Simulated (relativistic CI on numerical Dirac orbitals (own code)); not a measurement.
Dy¹⁰⁺: q coefficients and field-shift factors

Method of calculation: Dirac-Coulomb-Breit CI, orbitals from a KLI potential per configuration, derivatives by finite differences, unscaled Slater integrals, QED left out (own radial code, finite nucleus).

Configuration list (outside the closed core [Kr] 4d10): 4f8 5s2, 4f10, 4f9 5s. The list is cut by size and lacks configurations that can hold low levels.

With x = (α/α₀)² − 1 an excitation energy changes as ω = ω₀ + qx; K = 2q/ω₀ is the relative enhancement. Terms are leading LS components, so labels can repeat. The field-shift factor is F = δν/δ⟨r²⟩ for the transition from the lowest level.

Lowest level 4f8 5s2 7F_6.

```
        Level  ω₀ (cm⁻¹)  q (cm⁻¹)        K  F (GHz/fm²)
 4f8 5s2 7F_5     2472.2      2507     2.03        0.131
 4f8 5s2 7F_4     4081.2      3615     1.77        0.198
 4f8 5s2 7F_3     5309.9      4614     1.74        0.254
 4f8 5s2 7F_2     6183.8      5287     1.71        0.293
 4f8 5s2 7F_1     6757.3      5758      1.7         0.32
 4f8 5s2 7F_0     7039.2      5984      1.7        0.332
 4f8 5s2 5D_4    27530.6     -2339    -0.17        0.364
4f8 5s2 5L_10    34474.6    -669.5  -0.0388        0.542
 4f8 5s2 5D_3    34529.3      4494     0.26        0.726
 4f8 5s2 5G_6    36114.1     -2190   -0.121        0.503
 4f8 5s2 5L_9    36310.4      1279   0.0705        0.641
 4f8 5s2 5L_8    37412.4      1967    0.105        0.683
 4f8 5s2 5D_2    37466.8      4395    0.235        0.769
 4f8 5s2 5G_5    37564.0     75.35  0.00401        0.609
 4f8 5s2 5L_7    37995.3      1787   0.0941        0.684
 4f8 5s2 5G_4    38212.4     349.1   0.0183        0.629
 4f8 5s2 5L_6    38312.8      1647    0.086        0.683
 4f8 5s2 5G_3    38967.4      1425   0.0732        0.681
 4f8 5s2 5G_2    39617.1      2315    0.117        0.725
 4f8 5s2 5D_1    40295.1      7841    0.389         0.94
 4f8 5s2 5D_0    41215.1      7686    0.373         0.95
 4f8 5s2 5H_7    42260.3    -358.8   -0.017        0.667
 4f8 5s2 5H_6    44273.4      1850   0.0836         0.78
```

At this charge energies of transitions that change n are usually good to better than 1 %, and those within a shell (Δn = 0) to a few per cent. Terms inside the open d or f shell come out 10 to 20 % too wide with unscaled integrals. Levels and lines within the n = 5 or 6 shells can be off by up to 10 % or somewhat more, and those that change n by about 2 %, since core polarisation is missing.
